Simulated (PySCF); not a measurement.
[PdCl6]2- (charge -2 and singlet state).
Bonds: Pd1–Cl2, Pd1–Cl3, Pd1–Cl4, Pd1–Cl5, Pd1–Cl6, Pd1–Cl7.
The ion is multiply charged and has no counter-ions or solvent; whether it holds all its electrons wasn't checked.

Computed by this run: PySCF 2.14.0, PBE0-D3(BJ)/def2-SVP geometry optimisation, gas phase, def2 core potentials past Kr; density fitting, grid level 1; the optimiser is geomeTRIC in internal coordinates, started from a GFN2-xTB structure with every atom displaced at random (about 0.03 Å).

Step 0: E = -78572.6212 eV
```
atom  x, y, z in Å  |  force x, y, z in eV/Å
Pd1     0.0609   -0.0781    0.0122   -0.778   2.012  -0.695
Cl2    -0.0365   -0.0244    2.3180    0.144  -0.111   0.431
Cl3    -0.0404    0.0026   -2.3511    0.235  -0.132   0.084
Cl4     2.4240    0.0106    0.0090   -0.195  -0.124   0.027
Cl5    -2.3340   -0.0159   -0.0538    0.371  -0.154   0.108
Cl6    -0.0197    2.3366    0.0043    0.136  -0.441   0.033
Cl7     0.0376   -2.3335   -0.0071    0.088  -1.050   0.011
```

**Question.** Estimate the geometry and energy of step 1. (The exact step hangs on the optimiser's Hessian estimate; all steps are aligned on step 0, rigid shifts and turns removed.)

**Answer.** E = -78572.7311 eV, largest force 0.805 eV/Å
```
atom  x, y, z in Å  |  force x, y, z in eV/Å
Pd1     0.0306   -0.0399    0.0009   -0.323   0.686  -0.271
Cl2    -0.0101   -0.0355    2.3393    0.042  -0.021   0.093
Cl3    -0.0190    0.0100   -2.3568    0.132  -0.081   0.065
Cl4     2.3781    0.0227    0.0097   -0.008  -0.081   0.004
Cl5    -2.3318   -0.0330   -0.0576    0.114  -0.049   0.095
Cl6     0.0083    2.3349   -0.0053    0.006  -0.199   0.037
Cl7     0.0358   -2.3612    0.0012    0.038  -0.255  -0.023
```

The energy changes by -0.1098 eV. The first-order estimate −F·Δx gives -0.1699 eV and the mean of the old and new forces, exact on a quadratic surface, -0.1106 eV. The step makes an angle of 46° with the force vector and moves no atom by more than 0.050 Å.

The cost below is that of the whole optimisation. The run took 91 s wall on an Arm Neoverse V2 with one thread, no GPU, shared host, and the process peaked at 0.58 GiB of memory.
